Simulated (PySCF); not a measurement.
# PbS and its ions

r²SCAN; PySCF, scalar-relativistic core potentials, basis sets Pb def2-SVPD with ECP60, S def2-SVPD. Neutral (UKS): singlet (closed shell), Re = 2.328 Å, ωe = 434 cm⁻¹, De = 4.62 eV, HOMO -6.25 eV, LUMO -3.07 eV.

PbS⁺ (UKS): doublet (π ↑), Re = 2.503 Å, ωe = 344 cm⁻¹. The energies at the minima are -591.04666 hartree for PbS and -590.72408 for PbS⁺.

Q: Work out the adiabatic ionisation energy, without and with harmonic zero-point energies (1 hartree = 27.2114 eV, 1 eV = 8065.5 cm⁻¹), and the change of the bond length.

A: At r²SCAN: 0.32258 hartree = 8.778 eV between the minima; the zero-point term (344.0 − 434.0)/2 cm⁻¹ = -0.006 eV makes it 8.772 eV. Re changes by +17.5 pm against the neutral. Minus the HOMO energy is 6.25 eV, -2.53 eV from the value between the minima; self-interaction puts the Kohn–Sham level too high, less so with exact exchange. The electron leaves a π orbital; in so polar a molecule the change of length follows mostly from the change of the ionic charges.

PbS⁻ (UKS): doublet (π ↑), Re = 2.442 Å, ωe = 356 cm⁻¹, De = 3.33 eV to Pb + S⁻. The energies at the minima are -591.04666 hartree for PbS and -591.07919 for PbS⁻.

Q: Work out the adiabatic electron affinity, without and with harmonic zero-point energies (1 hartree = 27.2114 eV, 1 eV = 8065.5 cm⁻¹), and the change of the bond length.

A: At r²SCAN: 0.03253 hartree = 0.885 eV between the minima; the zero-point term (434.0 − 356.0)/2 cm⁻¹ = +0.005 eV makes it 0.890 eV. Re changes by +11.4 pm against the neutral. The electron enters a π orbital; in so polar a molecule the change of length follows mostly from the change of the ionic charges.

Spin–orbit coupling is left out, which matters for elements this heavy, above all for dissociation energies. For an ion De counts to the pair picked by the measured ionisation energies or electron affinities, which need not be the lowest pair at this level. The highest Kohn–Sham level is positive in this anion. Much of that is self-interaction error, but it also means that the finite basis helps to hold the extra electron. States were picked by a PBE0 search and need not be the measured ground states.
